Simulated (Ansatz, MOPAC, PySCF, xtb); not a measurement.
System: F2S, singlet: symmetric bend, bond length relaxed. Scanned: F-S-F angle. Other coordinates (S-F bond length) were minimised at B3LYP/def2-TZVP.

Methods: RKS-B3LYP/6-31G* = PySCF with restricted B3LYP/6-31G*, spherical d; PM6, restricted, heats of formation (MOPAC); GFN1-xTB (xtb); CCSD(T)/aug-cc-pVQZ = CCSD(T) on RHF/aug-cc-pVQZ, frozen core in Ansatz (a quantum-chemistry and plane-wave program).

Energies relative to the lowest point of each profile, in kJ/mol; the last columns give the difference from CCSD(T):

```tsv
a / °	RKS-B3LYP/6-31G*	PM6	GFN1-xTB	CCSD(T)/aug-cc-pVQZ	RKS-B3LYP/6-31G* − CCSD(T)/aug-cc-pVQZ	PM6 − CCSD(T)/aug-cc-pVQZ	GFN1-xTB − CCSD(T)/aug-cc-pVQZ
180	—	166.9	163.0	240.3	—	-73.4	-77.3
167	—	149.5	154.3	224.5	—	-75.0	-70.3
157	—	121.2	128.6	194.1	—	-73.0	-65.6
147	137.2	90.1	97.8	154.2	-16.9	-64.1	-56.4
137	94.3	60.9	67.1	110.7	-16.4	-49.7	-43.6
127	54.9	35.9	39.5	68.8	-14.0	-32.9	-29.3
117	23.4	16.8	17.4	33.3	-9.9	-16.5	-15.9
107	3.8	4.6	3.0	8.5	-4.7	-3.9	-5.5
97	0.0	0.0	0.0	0.0	0.0	0.0	0.0
87	18.1	4.6	14.3	16.0	2.1	-11.3	-1.7
80	49.9	18.6	40.2	48.9	1.0	-30.3	-8.7
```

RKS-B3LYP/6-31G* is furthest from CCSD(T)/aug-cc-pVQZ at 147 (-16.9 kJ/mol, below); its mean absolute difference over the points is 8.1 kJ/mol.

PM6 is furthest from CCSD(T)/aug-cc-pVQZ at 167 (-75.0 kJ/mol, below); its mean absolute difference over the points is 39.1 kJ/mol.

GFN1-xTB is furthest from CCSD(T)/aug-cc-pVQZ at 180 (-77.3 kJ/mol, below); its mean absolute difference over the points is 34.0 kJ/mol.

Dashes: no converged value, or the column stops at the first point that the program doubted or that broke a chosen test of continuity, which isn't proof of a fault.
